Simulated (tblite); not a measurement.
C8H6N2S2Se.
Bonds: C1–Se2, Se2–C3, C3–C4 (aromatic), C4–C5 (aromatic), C5–C6 (aromatic), C6–C7, C7–S8 (double), C6–C9 (aromatic), C9–N10 (aromatic), N10–S11 (aromatic), S11–N12 (aromatic), N12–C13 (aromatic), C3–C13 (aromatic), C9–C13 (aromatic). Hydrogens: H14, H15, H16 on C1; H17 on C4; H18 on C5; H19 on C7.

Computed with GFN2-xTB (tblite), gas phase: L-BFGS steps from a force-field or distance-geometry start until the largest atomic force falls under 0.01 eV/Å.

Geometry at step 4:
```
atom  x, y, z in Å
C1      3.3857   -0.1199    0.2762
Se2     2.5618   -0.4698   -1.4670
C3      0.7862   -0.3566   -0.7345
C4      0.1395   -1.4563   -0.2256
C5     -1.1437   -1.3717    0.3254
C6     -1.8537   -0.1767    0.3986
C7     -3.1718   -0.0660    0.9573
S8     -3.9965   -1.3260    1.5787
C9     -1.1952    0.9720   -0.1148
N10    -1.6574    2.2194   -0.1593
S11    -0.5515    3.1681   -0.8376
N12     0.5706    2.0579   -1.1064
C13     0.1227    0.8788   -0.6771
H14     3.0655    0.8614    0.6124
H15     4.4624   -0.1392    0.1524
H16     3.0660   -0.8866    0.9779
H17     0.6464   -2.4105   -0.2569
H18    -1.5934   -2.2776    0.7003
H19    -3.6535    0.9085    0.9810
```

**Question.** Give the atomic forces at this geometry.

**Answer.** 
```tsv
atom	Fx (eV/Å)	Fy (eV/Å)	Fz (eV/Å)
C1	0.013	0.027	0.010
Se2	0.034	-0.012	0.072
C3	-0.069	0.044	-0.052
C4	-0.025	-0.010	-0.008
C5	-0.013	0.069	-0.011
C6	0.024	-0.013	0.014
C7	0.051	-0.154	0.029
S8	-0.069	-0.095	0.043
C9	-0.116	0.153	0.007
N10	-0.117	0.036	0.043
S11	0.001	-0.055	0.023
N12	0.069	-0.016	-0.018
C13	0.044	0.009	-0.075
H14	0.007	0.055	0.019
H15	0.067	-0.026	-0.024
H16	0.038	-0.016	0.001
H17	-0.074	-0.022	-0.002
H18	-0.126	0.023	0.060
H19	0.260	0.005	-0.130
```

The largest, 0.29 eV/Å, acts on H19; the rms over all components is 0.067 eV/Å. The forces sum to zero within rounding, as they must for an isolated molecule in no field.

**Question.** Give the force on H19 in Eh/bohr and in nN.

**Answer.** 0.291 eV/Å ÷ 51.422 = 0.00565 Eh/bohr, and 0.291 eV/Å × 1.602 = 0.47 nN.

**Question.** How far is this geometry from the end of the optimisation?

**Answer.** 0.246 eV above it, and 0.949 Å rms away after alignment. The bonds farthest from their final lengths, with half the difference of the two atoms' forces along the bond (positive lengthens):

| bond | now (Å) | final (Å) | force along bond (eV/Å) |
| --- | --- | --- | --- |
| Se2–C3 | 1.924 | 1.889 | +0.03 |
| C3–C4 | 1.374 | 1.389 | +0.02 |
| C1–Se2 | 1.960 | 1.947 | -0.03 |
| C6–C7 | 1.436 | 1.424 | -0.01 |
| C4–C5 | 1.399 | 1.387 | 0.00 |
| C3–C13 | 1.403 | 1.411 | -0.04 |

The angle farthest from its final value is C1–Se2–C3, 92.2° against 104.5°.

Of the 5 listed bonds off by 0.010 Å or more, this force points towards the final length in 3.

The cost below is that of the whole relaxation. The run took 1.9 s on an Arm Neoverse V1 with one thread, shared host with 32 logical CPUs at a one-minute load of 18.
